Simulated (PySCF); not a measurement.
**TiCl4, singlet: molecular constants**

These are results of PySCF, PBE0, basis Ti def2-SVP, Cl def2-SVP (no relativity, density fitting), not measurements.

The structure is a minimum.

- Point group: Td
- Bond lengths: Ti–Cl 2.155 Å (×4)
- Bond angles: Cl–Ti–Cl 109.5° (×6)
- Lowest empty level: -3.76 eV
- Principal quadrupole moments (Buckingham, traceless) about the centre of mass: 0.00, 0.00, 0.00 D Å
- Heat capacity Cp at 298.15 K: 95.1 J/(mol K)
- Dipole moment: 0.00 D
- Rotational symmetry number: 12
- Highest occupied level: -9.54 eV
- Enthalpy at 298.15 K above 0 K: 21.38 kJ/mol
- Rotational constants: 0.03894, 0.03894, 0.03894 cm⁻¹
- Entropy at 298.15 K and 1 bar: 351.9 J/(mol K)
- Atomisation energy without zero-point energy: 1724 kJ/mol
- Zero-point energy: 15.4 kJ/mol
- Principal polarisabilities: 69.9, 69.9, 69.9 bohr³

Harmonic modes (masses in u: Ti 47.948, Cl 34.969):
```json
{"symmetry": "e", "ω (cm⁻¹)": "118", "IR (km/mol, summed over degenerate members)": "0.0", "μ (u)": "34.97", "type": "bend"}
{"symmetry": "t2", "ω (cm⁻¹)": "136", "IR (km/mol, summed over degenerate members)": "1.9", "μ (u)": "36.96", "type": "bend"}
{"symmetry": "a1", "ω (cm⁻¹)": "393", "IR (km/mol, summed over degenerate members)": "0.0", "μ (u)": "34.97", "type": "stretch"}
{"symmetry": "t2", "ω (cm⁻¹)": "513", "IR (km/mol, summed over degenerate members)": "399", "μ (u)": "41.03", "type": "mixed"}
```

In Td the vibrations span e + 2t2 + a1. The a1, e modes carry no infrared intensity, as symmetry demands.

Charges (e):
| atom | Mulliken | Löwdin | polar tensor | Mayer order to Ti1 |
| --- | --- | --- | --- | --- |
| Ti1 | 0.57 | -0.45 | 1.97 | – |
| Cl2,3,4,5 | -0.14 | 0.11 | -0.49 | 1.36 |

Mulliken populations on Ti1: s 6.29, p 12.70, d 2.39, f 0.04.

Formally Ti is in oxidation state +4, d0. The polar-tensor charge on Ti, 1.97, is far below the formal one.

Stability towards spin polarisation was not tested. Other isomers or separated fragments may lie lower.

The final relaxation and frequency run took 30 s on 2 threads of a shared Arm Neoverse V1 host, with 103 basis functions and 6 gradients; the process peaked at 1.4 GiB. Launch command: `OMP_NUM_THREADS=2 python axn.py task.json out`.
